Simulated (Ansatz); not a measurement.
`CS[SiH](C)Cl` → `C[Si]SC` + HCl  (silylene formation by 1,1-elimination)

Computed with Ansatz on PBE0-D4/def2-TZVP structures; ΔE is electronic, products minus reactants. CCSD(T)/CBS is the MP2 limit (def2-TZVPP, def2-QZVPP) plus CCSD(T) − MP2 in def2-TZVPP, frozen cores. This one scheme is used for every species. DFT in def2-TZVPP. B3LYP here is the variant with VWN-RPA as its local correlation; programs differ in this. One conformer a species, not always the lowest.

| level | ΔE (kJ/mol) | difference from CCSD(T)/CBS |
| --- | --- | --- |
| PBE-D4 | 259.2 | -12.5 |
| r2SCAN-D4 | 282.9 | 11.2 |
| PBE0-D4 | 276.8 | 5.1 |
| B3LYP-D4 | 263.9 | -7.8 |
| ωB97X-V | 285.8 | 14.1 |
| ωB97M-V | 270.2 | -1.5 |
| B2PLYP | 263.4 | -8.3 |
| PBE | 250.1 | -21.6 |
| r2SCAN | 280.4 | 8.7 |
| PBE0 | 268.7 | -3.0 |
| B3LYP | 249.4 | -22.3 |
| HF/def2-TZVPP | 273.8 | 2.1 |
| MP2/def2-TZVPP | 284.0 | 12.3 |
| SCS-MP2/def2-TZVPP | 275.5 | 3.8 |
| CCSD/def2-TZVPP | 265.5 | -6.2 |
| CCSD(T)/def2-TZVPP | 264.2 | -7.5 |
| HF/def2-QZVPP | 273.9 | 2.2 |
| MP2/def2-QZVPP | 288.3 | 16.6 |
| SCS-MP2/def2-QZVPP | 280.2 | 8.5 |
| HF/CBS(def2) | 273.9 | 2.2 |
| MP2/CBS(def2) | 291.5 | 19.8 |
| CCSD/CBS(def2) | 273.0 | 1.3 |
| CCSD(T)/CBS | 271.7 | 0 |

Largest T1 diagnostic among the species: 0.014.

The D4 term adds +14.5 kJ/mol with B3LYP and +8.1 kJ/mol with PBE0; it sums over pairs of atoms, weighted by their polarisabilities, and B3LYP, whose exchange is more repulsive, gets the larger term. From PBE to PBE0 (25 % exact exchange), in def2-TZVPP and without D4, ΔE moves by +18.6 kJ/mol.

CCSD(T)/CBS has its own doubt, a few kJ/mol and more with outer-core shells, so smaller differences from it don't rank the levels.
